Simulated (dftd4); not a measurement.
CF3 (SMILES F[C](F)F), doublet, geometry from GFN2-xTB; D4 for hf (dftd4).

Here is a job for dftd4.
```
$ dftd4 mol.xyz --func hf --charge 0 --json dftd4.json --noedisp --grad

# file mol.xyz
4

F     -0.61970144     1.10330442    -0.05681889
C     -0.00906407    -0.00843182     0.30888598
F     -0.64050898    -1.08653107    -0.11720652
F      1.26625314    -0.01115214    -0.03189858
```

Question: What does dftd4 print? Leave out banner, timings and long lists.

Answer: 
```
                    ____  _____ _____     ____  _  _
      -------------|  _ \|  ___|_   _|---|  _ \| || |------------
     |             | | | | |_    | | ___ | | | | || |_           |
     |             | |_| |  _|   | ||___|| |_| |__   _|          |
     |             |____/|_|     |_|     |____/   |_|            |
     |             ===================================           |
     |            E. Caldeweyher, S. Ehlert & S. Grimme          |
     |          Mulliken Center for Theoretical Chemistry        |
     |                    University of Bonn                     |
      -----------------------------------------------------------

Rational (Becke-Johnson) damping: hf-D4-ATM
---------------------
  s6         1.0000
  s8         1.6168
  s9         1.0000
  a1         0.4496
  a2         3.3574
 alp        16.0000
--------------------

Dispersion energy:      -6.2000062466393E-03 Eh

Gradient norm:           7.3301358988555E-04 Eh/a0
--------------------------------------------------
     #    Z           dE/dx      dE/dy      dE/dz
--------------------------------------------------
     1    9 F    -2.079E-04  3.686E-04  1.335E-06
     2    6 C    -2.307E-07 -2.146E-07  7.861E-06
     3    9 F    -2.149E-04 -3.641E-04 -1.887E-05
     4    9 F     4.230E-04 -4.287E-06  9.673E-06
--------------------------------------------------

Virial:
--------------------------------------------------
      component           x          y          z
--------------------------------------------------
          x       1.516E-03 -1.209E-06  4.429E-05
          y      -1.209E-06  1.516E-03  4.120E-05
          z       4.429E-05  4.120E-05  8.041E-06
--------------------------------------------------

[Info] Dispersion results written to 'dftd4.txt'
[Info] JSON dump of results written to 'dftd4.json'
```
